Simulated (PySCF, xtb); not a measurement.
C4H10N, SMILES CN(C)C[CH2], multiplicity 2. The values are those of a single conformer.

Harmonic wavenumbers (cm⁻¹) from GFN2-xTB (xtb 6.7.1) at its own minimum, in rising order: 117, 144, 216, 220, 283, 367, 409, 433, 483, 811, 882, 1004, 1038, 1052, 1079, 1124, 1148, 1172, 1257, 1267, 1325, 1381, 1408, 1422, 1438, 1484, 1489, 1494, 1497, 2728, 2799, 2828, 2839, 3008, 3012, 3016, 3023, 3147, 3195.

Question: What does B3LYP-D3(BJ)/def2-SVP in PySCF give at its own minimum? (An estimate is asked for; the answer gives what the named calculation found.)

Answer: 137, 222, 246, 255, 289, 359, 419, 475, 516, 796, 893, 1007, 1069, 1082, 1107, 1121, 1167, 1199, 1307, 1314, 1378, 1426, 1430, 1439, 1454, 1455, 1475, 1479, 1489, 2866, 2896, 2908, 2943, 3057, 3065, 3109, 3119, 3141, 3260. Paired by order, the mean absolute difference is 39 cm⁻¹ and the zero-point energies are 81.5 and 83.4 kcal/mol.
